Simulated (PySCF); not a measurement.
Estimate the missing entries of this data sheet.

Compound: C₅H₁₄P₂.
Geometry (PBE0-D3(BJ)/def2-SVP, Å), atoms numbered from 1 in this order:
```xyz
21
C5H14P2 angstrom
C      1.2538    2.0399   -1.0747
P      1.1405    0.2165   -1.4018
P      2.4647   -0.4242    0.2857
C     -0.5527   -0.2195   -0.6623
C     -0.5725   -1.7409   -0.5017
C     -0.8533    0.4523    0.6729
C     -1.5913    0.1963   -1.7074
H      1.1825    2.3122   -0.0105
H      0.4509    2.5523   -1.6267
H      2.2123    2.4068   -1.4713
H      3.5942    0.2706   -0.2484
H      2.8626   -1.6630   -0.3060
H      0.1203   -2.0751    0.2882
H     -1.5824   -2.0798   -0.2162
H     -0.2966   -2.2513   -1.4386
H     -1.8212    0.0941    1.0637
H     -0.0830    0.2253    1.4265
H     -0.9264    1.5459    0.5753
H     -1.4089   -0.2957   -2.6755
H     -2.6025   -0.0847   -1.3673
H     -1.5934    1.2851   -1.8748
```

```json
{"property": "point group", "level": "PBE0-D3(BJ)/def2-SVP", "value": "C1"}
{"property": "rotational constants A, B, C", "level": "PBE0-D3(BJ)/def2-SVP", "value": "2.238, 1.357, 1.124 GHz"}
{"property": "dipole moment", "level": "CAM-B3LYP/def2-SVPD", "value": "0.97 D"}
{"property": "HOMO energy", "level": "CAM-B3LYP/def2-SVPD", "value": "?"}
{"property": "LUMO energy", "level": "CAM-B3LYP/def2-SVPD", "value": "1.02 eV"}
{"property": "lowest singlet excitation", "level": "TDDFT CAM-B3LYP/def2-SVPD", "value": "?"}
{"property": "lowest triplet excitation (Tamm–Dancoff)", "level": "TDA CAM-B3LYP/def2-SVPD", "value": "4.31 eV"}
{"property": "static isotropic polarisability", "level": "CAM-B3LYP/def2-SVPD", "value": "116.7 au"}
{"property": "vertical ionisation energy", "level": "ΔSCF CAM-B3LYP/def2-SVPD", "value": "8.07 eV"}
{"property": "electronic spatial extent ⟨r²⟩ about the centre of nuclear charge", "level": "CAM-B3LYP/def2-SVPD", "value": "1257 bohr²"}
{"property": "13C chemical shifts (computed TMS as zero) by class", "level": "GIAO PBE0/pcSseg-1", "value": "29.1 (C4), 27.9 (C5/C6/C7), 10.1 (C1) ppm"}
{"property": "1H chemical shifts (computed TMS as zero) by class", "level": "GIAO PBE0/pcSseg-1", "value": "2.33 (H11/H12), 1.03 (H13/H14/H15/H16/H17/H18/H19/H20/H21), 0.93 (H8/H9/H10) ppm"}
{"property": "isotropic shieldings of nuclei other than C and H, by class", "level": "GIAO PBE0/pcSseg-1", "value": "?"}
```

The electronic properties come from PySCF, for the isolated species, density fitting. NMR classes are plain means over equivalent atoms (diastereotopic ones count apart unless rotation or inversion swaps them), as if these changed places fast; in this geometry the members of some classes differ.

**Question.** What is the lowest singlet excitation?

**Answer.** 5.49 eV (226 nm, f = 0.170).

**Question.** What are the isotropic shieldings of nuclei other than C and H, by class?

**Answer.** 357 (P2), 512 (P3) ppm.

**Question.** Give the HOMO energy.

**Answer.** -7.43 eV.

In atomic units the dipole is 0.38 e·bohr (1 au = 2.5417 D). The polarisability is 17.29 Å³ as a volume (1 au = 0.148185 Å³), or 1.58 au for each of the 74 electrons.

For the TDDFT job (CAM-B3LYP/def2-SVPD), the run took 3.1 min of wall time on one thread, Intel Xeon Platinum 8488C (x86_64), no GPU, on a shared host, and the process peaked at 1.2 GiB of memory.

One conformer stands for the species.
